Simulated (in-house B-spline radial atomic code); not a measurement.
# Sr⁷⁺: [Ar] 3d10 4s2 4p1

All numbers are computed (Dirac-Kohn-Sham B3LYP, spherical fractional occupations, exact exchange averaged over the configuration; Fermi nucleus of rms radius 4.224 fm) with a B-spline radial code for spherical atoms, not measured.

Z_r = [3n² - l(l+1)]/(2<r>); Z_e = n√(-2ε); the last column is Slater's effective charge. Values are occupation-weighted means over j. An effective charge above Z reflects the relativistic contraction of the inner shells.

| shell | electrons | ε (eV) | <r> (bohr) | Z_r | Z_e | Slater |
| --- | --- | --- | --- | --- | --- | --- |
| 1s | 2 | -16099 | 0.03916 | 38.31 | 34.40 | 37.70 |
| 2s | 2 | -2287.4 | 0.1721 | 34.87 | 25.93 | 33.85 |
| 2p | 6 | -2044.9 | 0.1502 | 33.29 | 24.52 | 33.85 |
| 3s | 2 | -449.31 | 0.4899 | 27.56 | 17.24 | 26.75 |
| 3p | 6 | -370.21 | 0.4958 | 25.21 | 15.65 | 26.75 |
| 3d | 10 | -239.32 | 0.4919 | 21.35 | 12.58 | 16.85 |
| 4s | 2 | -135.05 | 1.225 | 19.59 | 12.60 | 12.00 |
| 4p | 1 | -113.91 | 1.326 | 17.35 | 11.57 | 12.00 |

The least bound orbital is 4p3/2 at -113.3 eV, and it is also the most diffuse (<r> = 1.332 bohr).

Spin-orbit splittings of the orbital energies (j = l + 1/2 above j = l - 1/2 when positive): 2p 68.61 eV, 3p 10.69 eV, 3d 1.881 eV, 4p 1.748 eV.

For the 1s electron the small component carries 1.91 % of the norm, the zero-frequency Breit interaction raises the level by 28.04 eV, self-energy by 15.06 eV, and vacuum polarisation lowers it by 1.623 eV.

The density falls to 0.001 bohr⁻³ at 2.544 bohr; Σ<r²> = 10.799 bohr² gives, by the non-relativistic formula and without the paramagnetism of open shells, a Langevin diamagnetic susceptibility of -8.553×10⁻⁶ cm³/mol.
